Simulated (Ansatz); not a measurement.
Reaction (formal exchange of groups at a Zn–F bond): `[BH2][Zn][F]` + `CC` → `[BH2][Zn][CH2]C` + H–F

Isolated molecules relaxed with PBE0-D4/def2-TZVP in Ansatz; ΔE leaves out vibrations. CCSD(T)/CBS is the MP2 limit (def2-TZVPP, def2-QZVPP) plus CCSD(T) − MP2 in def2-TZVPP, frozen cores. This one scheme is used for every species. Functionals use def2-TZVPP. B3LYP here is the variant with VWN-RPA as its local correlation; programs differ in this. For Zn outer-core shells are correlated without core-valence functions, which leaves a few kJ/mol of doubt a bond. Scalar relativity is left out up to krypton. One conformer a species, not always the lowest.

| level | ΔE (kJ/mol) | difference from CCSD(T)/CBS |
| --- | --- | --- |
| PBE-D4 | 132.9 | 0.2 |
| r2SCAN-D4 | 142.9 | 10.2 |
| PBE0-D4 | 130.7 | -2.0 |
| B3LYP-D4 | 142.5 | 9.8 |
| ωB97X-V | 142.0 | 9.3 |
| ωB97M-V | 136.5 | 3.8 |
| B2PLYP | 143.1 | 10.4 |
| PBE | 136.6 | 3.9 |
| r2SCAN | 143.9 | 11.2 |
| PBE0 | 134.0 | 1.3 |
| B3LYP | 148.4 | 15.7 |
| HF/def2-TZVPP | 160.9 | 28.2 |
| MP2/def2-TZVPP | 125.8 | -6.9 |
| SCS-MP2/def2-TZVPP | 134.1 | 1.4 |
| CCSD/def2-TZVPP | 133.0 | 0.3 |
| CCSD(T)/def2-TZVPP | 128.8 | -3.9 |
| HF/def2-QZVPP | 165.9 | 33.2 |
| MP2/def2-QZVPP | 129.7 | -3.0 |
| SCS-MP2/def2-QZVPP | 137.9 | 5.2 |
| HF/CBS(def2) | 166.6 | 33.9 |
| MP2/CBS(def2) | 129.6 | -3.1 |
| CCSD/CBS(def2) | 136.9 | 4.2 |
| CCSD(T)/CBS | 132.7 | 0 |

Largest T1 diagnostic among the species: 0.016.

The D4 term adds −6.0 kJ/mol with B3LYP and −3.3 kJ/mol with PBE0; it sums over pairs of atoms, weighted by their polarisabilities, and B3LYP, whose exchange is more repulsive, gets the larger term. In def2-TZVPP, CCSD(T) changes the Hartree–Fock value by −32.0 kJ/mol (the triples alone add −4.2 kJ/mol) and MP2 by −35.1 kJ/mol.
